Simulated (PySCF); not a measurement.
## `C1C([C@H]2N(C=C)C2)C1`, C$_{7}$H$_{11}$N

Cartesian coordinates in Å; atom numbers follow the order of the lines, from 1:
```xyz
19

C     2.879    0.718   -0.676
C     1.804    0.005   -0.987
N     1.201   -0.924   -0.159
C     0.957   -0.727    1.241
C    -0.169   -0.874    0.279
C    -1.027    0.302   -0.053
C    -2.124    0.156   -1.068
C    -2.464    0.314    0.382
H     3.324    0.671    0.303
H     3.360    1.347   -1.400
H     1.367    0.039   -1.978
H     1.142    0.256    1.661
H     1.226   -1.552    1.887
H    -0.681   -1.832    0.236
H    -0.491    1.244   -0.033
H    -2.266   -0.814   -1.519
H    -2.318    0.980   -1.736
H    -2.837   -0.547    0.915
H    -2.892    1.247    0.712
```

Theory: GIAO B3LYP/pcSseg-1 magnetisability, rotational g tensor and spin-rotation constants, non-relativistic, gas phase in PySCF 2.14.0. Geometry: GFN2-xTB.

How diamagnetic is it, and how anisotropic?

Isotropic -1428 × 10⁻³⁰ J/T², or -86.0 × 10⁻⁶ cm³/mol; principal values -1671, -1358, -1256 × 10⁻³⁰ J/T², anisotropy 375 × 10⁻³⁰ J/T² (root of half the summed squared differences of the principal values). The susceptibility is in cgs units.

Split it along the inertial axes a, b, c into diamagnetic and paramagnetic parts about the centre of mass, with the quadrupole moment.


| axis | χ (10⁻⁶ cm³/mol) | diamagnetic (10⁻⁶ cm³/mol) | paramagnetic (10⁻⁶ cm³/mol) | summed x² of all electrons (Å²) | quadrupole Θ (D Å) |
| --- | --- | --- | --- | --- | --- |
| a | -82.2 | -403.1 | 321.0 | 220.2 | -4.04 |
| b | -85.0 | -1068.2 | 983.2 | 63.4 | +4.57 |
| c | -90.9 | -1203.1 | 1112.2 | 31.6 | -0.53 |

Anisotropies 2χaa − χbb − χcc = +11.6 and 2χbb − χaa − χcc = +3.1 × 10⁻⁶ cm³/mol. Θ is traceless in Buckingham's convention.

And the rotational g tensor?


```
axis  rotational constant (GHz)        g  nuclear part  electronic part
   a                     4.3311  -0.0092        0.6440          -0.6531
   b                     1.2802  -0.0040        0.5873          -0.5913
   c                     1.1240  +0.0011        0.5885          -0.5873
```
Asymmetric top; isotopes 12C, 1H, 14N; no vibrational averaging.
